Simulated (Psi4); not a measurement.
SSi, charge -1, doublet (typed; the unrestricted solution is spin-contaminated), geometry from GFN2-xTB (a state made from the parent by changing its charge; the spin is typed, not shown lowest) (a gas-phase anion, which may not be bound at this level), with bond 1-2 at 2.0 times its length; M06-2X/def2-SVP (Psi4 1.11).

The Psi4 input:
```
memory 2 GB

molecule {
-1 2
Si    0.00000000    0.00000000   -3.20987120
S     0.00000000    0.00000000    0.97691732
}

set {
  basis def2-svp
  reference uks
  scf_initial_accelerator ediis
}

energy('m06-2x')
print_variables()
```

It wrote (shortened):

```
   => Loading Basis Set <=

    Name: DEF2-SVP
    Role: ORBITAL
    Keyword: BASIS

         ---------------------------------------------------------
                                   SCF
               by Justin Turney, Rob Parrish, Andy Simmonett
                          and Daniel G. A. Smith
                              UKS Reference
         ---------------------------------------------------------

  ==> Geometry <==

    Molecular point group: c2v
    Full point group: C_inf_v

    Geometry (in Angstrom), charge = -1, multiplicity = 2:

       Center              X                  Y                   Z               Mass
    ------------   -----------------  -----------------  -----------------  -----------------
         SI           0.000000000000     0.000000000000    -2.232903062087    27.976926534650
         S            0.000000000000     0.000000000000     1.953885457913    31.972071174400

  Running in c2v symmetry.

  Rotational constants: A = ************  B =      0.06445  C =      0.06445 [cm^-1]
  Rotational constants: A = ************  B =   1932.26329  C =   1932.26329 [MHz]
  Nuclear repulsion =   28.311842029718758

  Charge       = -1
  Multiplicity = 2
  Electrons    = 31
  Nalpha       = 16
  Nbeta        = 15

  ==> Algorithm <==

  SCF Algorithm Type is DF.
  DIIS enabled.
  MOM disabled.
  Fractional occupation disabled.
  Guess Type is SAD.
  Energy threshold   = 1.00e-06
  Density threshold  = 1.00e-06
  Integral threshold = 1.00e-12

  ==> Primary Basis <==

  Basis Set: DEF2-SVP
    Blend: DEF2-SVP
    Number of shells: 16
    Number of basis functions: 36
    Number of Cartesian functions: 38
    Spherical Harmonics?: true
    Max angular momentum: 2

  ==> DFT Potential <==

   => LibXC <=

    Version 7.1.2
    S. Lehtola, C. Steigemann, M. J. T. Oliveira, and M. A. L. Marques,  SoftwareX 7, 1–5 (2018) (10.1016/j.softx.2017.11.002)

   => Composite Functional: M06-2X <=

    Hybrid M06-2X Meta-GGA XC Functional  (10.1007/s00214-007-0310-x)
    Y. Zhao and D. G. Truhlar,  Theor. Chem. Acc., 120, 215, 2008

    Deriv               =              1
    GGA                 =           TRUE
    Meta                =           TRUE

    Exchange Hybrid     =           TRUE
    MP2 Hybrid          =          FALSE

   => Exchange Functionals <=

    1.0000   XC_HYB_MGGA_X_M06_2X

   => Exact (HF) Exchange <=

    0.5400               HF

   => Correlation Functionals <=

    1.0000   XC_MGGA_C_M06_2X

   => LibXC Density Thresholds  <==

    XC_MGGA_C_M06_2X:  1.00E-12
    XC_HYB_MGGA_X_M06_2X:  1.00E-15

   => Molecular Quadrature <=

    Radial Scheme          =       TREUTLER
    Pruning Scheme         =           NONE
    Nuclear Scheme         =       TREUTLER

    Blocking Scheme        =         OCTREE
    BS radius alpha        =              1
    Pruning alpha          =              1
    Radial Points          =             75
    Spherical Points       =            302
    Total Points           =          41793
    Total Blocks           =            426
    Max Points             =            254
    Max Functions          =             35
    Weights Tolerance      =       1.00E-15

   => Loading Basis Set <=

    Name: (DEF2-SVP AUX)
    Role: JKFIT
    Keyword: DF_BASIS_SCF

  ==> Integral Setup <==

  SCF_SUBTYPE=INCORE selected. In-core MEM_DF algorithm will be used.
  Using in-core AOs.

  ==> MemDFJK: Density-Fitted J/K Matrices <==

    J tasked:                   Yes
    K tasked:                   Yes
    wK tasked:                   No
    Algorithm:                 Core
    Schwarz Cutoff:           1E-12
    Mask sparsity (%):       6.0185
    Fitting Condition:        1E-10

   => Auxiliary Basis Set <=

  Basis Set: (DEF2-SVP AUX)
    Blend: DEF2-UNIVERSAL-JKFIT
    Number of shells: 76
    Number of basis functions: 256
    Number of Cartesian functions: 310
    Spherical Harmonics?: true
    Max angular momentum: 4

[...]
   @DF-UKS iter   8:  -687.15363081329974   -8.87764e-02   1.49819e-02 EDIIS/DIIS
   @DF-UKS iter   9:  -687.17213155192383   -1.85007e-02   1.37965e-02 EDIIS/DIIS
   @DF-UKS iter  10:  -687.24075465038061   -6.86231e-02   7.92386e-03 EDIIS/DIIS
   @DF-UKS iter  11:  -687.26376379882811   -2.30091e-02   5.83719e-03 EDIIS/DIIS
   @DF-UKS iter  12:  -687.26494996059046   -1.18616e-03   5.85280e-03 EDIIS/DIIS
   @DF-UKS iter  13:  -687.27305567527594   -8.10571e-03   3.88090e-03 EDIIS/DIIS
   @DF-UKS iter  14:  -687.28422873354805   -1.11731e-02   2.84457e-03 EDIIS/DIIS
   @DF-UKS iter  15:  -687.29084183586542   -6.61310e-03   9.24068e-04 EDIIS/DIIS
   @DF-UKS iter  16:  -687.29244922563714   -1.60739e-03   7.24854e-04 EDIIS/DIIS
   @DF-UKS iter  17:  -687.29414545364443   -1.69623e-03   6.77587e-04 EDIIS/DIIS
   @DF-UKS iter  18:  -687.29461132042638   -4.65867e-04   1.02837e-04 EDIIS/DIIS
   @DF-UKS iter  19:  -687.29461489206483   -3.57164e-06   4.23304e-05 DIIS
   @DF-UKS iter  20:  -687.29461923879774   -4.34673e-06   8.07052e-06 DIIS
   @DF-UKS iter  21:  -687.29461935212362   -1.13326e-07   1.47991e-06 DIIS
   @DF-UKS iter  22:  -687.29461935604013   -3.91651e-09   8.42005e-07 DIIS
  Energy and wave function converged.

  ==> Post-Iterations <==

   Electrons on quadrature grid:
      Nalpha   =   15.9999999897 ; deviation = -1.034e-08
      Nbeta    =   15.0000008689 ; deviation = 8.689e-07
      Ntotal   =   31.0000008586 ; deviation = 8.586e-07

   @Spin Contamination Metric:   1.297148442E+00
   @S^2 Expected:                7.500000000E-01
   @S^2 Observed:                2.047148442E+00
   @S   Expected:                5.000000000E-01
   @S   Observed:                5.000000000E-01

    Orbital Energies [Eh]
    ---------------------

    Alpha Occupied:

[...]
       9A1    -0.027809

    Alpha Virtual:

[...]
    Beta Occupied:

[...]
    Beta Virtual:

[...]
    Final Occupation by Irrep:
             A1    A2    B1    B2
    DOCC [     9,    0,    3,    3 ]
    SOCC [     0,    0,    0,    1 ]
    NA   [     9,    0,    3,    4 ]
    NB   [     9,    0,    3,    3 ]

  @DF-UKS Final Energy:  -687.29461935604013

   => Energetics <=

    Nuclear Repulsion Energy =             28.3118420297187576
    One-Electron Energy =               -1013.7718229487657027
    Two-Electron Energy =                 320.2536615464618990
    DFT Exchange-Correlation Energy =     -22.0882999834550908
    Empirical Dispersion Energy =           0.0000000000000000
    VV10 Nonlocal Energy =                  0.0000000000000000
    Total Energy =                       -687.2946193560401298

  UHF NO Occupations:
  HONO-2 :    9 A1 1.8383257
  HONO-1 :    3 B1 1.0478834
  HONO-0 :    4 B2 1.0000000
  LUNO+0 :    4 B1 0.9521166
  LUNO+1 :   10 A1 0.1616743
  LUNO+2 :   11 A1 0.0005327
  LUNO+3 :   12 A1 0.0004396

Computation Completed

Properties will be evaluated at   0.000000,   0.000000,   0.000000 [a0]

Properties computed using the SCF density matrix

 Multipole Moments:

 ------------------------------------------------------------------------------------
     Multipole            Electronic (a.u.)      Nuclear  (a.u.)        Total (a.u.)
 ------------------------------------------------------------------------------------

 L = 1.  Multiply by 2.5417464519 to convert [e a0] to [Debye]
 Dipole X            :          0.0000000            0.0000000            0.0000000
 Dipole Y            :          0.0000000            0.0000000            0.0000000
 Dipole Z            :         -0.2720702            0.0028808           -0.2691894
 Magnitude           :                                                    0.2691894

 ------------------------------------------------------------------------------------

  Variable Map:
  ----------------------------------------------------------------------------
[...]
  Array Variable Map:
  ----------------------------------------------------------------------------
[...]
[...]
```
